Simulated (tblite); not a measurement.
Write Cartesian coordinates for `N#C[C](F)[C@H]1OC=C1F` [radical] as optimised with GFN2-xTB. (Doublet state.)

```xyz
11
C5H2F2NO angstrom
N     -1.4002    2.5026   -0.6100
C     -1.4048    1.3623   -0.4149
C     -1.3687    0.0081   -0.1824
F     -2.5091   -0.6528    0.0508
C     -0.1240   -0.7803   -0.1260
O      0.8420   -0.4086   -1.1421
C      1.7263   -0.0044   -0.1561
C      0.9334   -0.3169    0.8674
F      0.9413   -0.2340    2.1886
H     -0.3348   -1.8521   -0.1393
H      2.7040    0.3786   -0.3617
```

Any rigid rotation of these coordinates is as good. Atoms count from 1 in this order. C3 (carbon bonded to 2 C and F) is planar (angles 123.7°, 119.6° and 116.6°, sum 360.0°, 0.01 Å off the plane of its three neighbours). C7 (carbon bonded to C, O and H) is planar (angles 140.9°, 123.4° and 95.7°, sum 360.0°, 0.01 Å off the plane of its three neighbours). The 4 C–C bonds span 1.332 Å (C7=C8, drawn double) to 1.523 Å (C5–C8, drawn single), a spread of 0.191 Å. The 4-membered ring C5–O6–C7–C8 has internal angles of 85.2° to 95.7° (sum 360°, against 360° for a flat polygon); it is planar, 0.00 Å rms from its mean plane, widest ring torsion 1°.

Bonds between heavy atoms (Å): N1≡C2 1.157, C2–C3 1.375, C3–F4 1.339, C3–C5 1.474, C5–O6 1.450, O6–C7 1.385, C7=C8 1.332, C8–F9 1.324, C5–C8 1.523.

The geometry is computed with GFN2-xTB (gas phase). This method treats the open shell by occupation alone, without spin polarisation.

Point group: C1 (no symmetry element, even within 0.4 Å). Its GFN2-xTB frequencies are all real (lowest 30 cm⁻¹). Torsions: C2–C3–C5–O6 -41°. 3 starts were optimised and ended at 0.00, 1.01 and 1.02 kcal/mol (GFN2-xTB); the lowest of these is shown.

One conformer stands for the species.
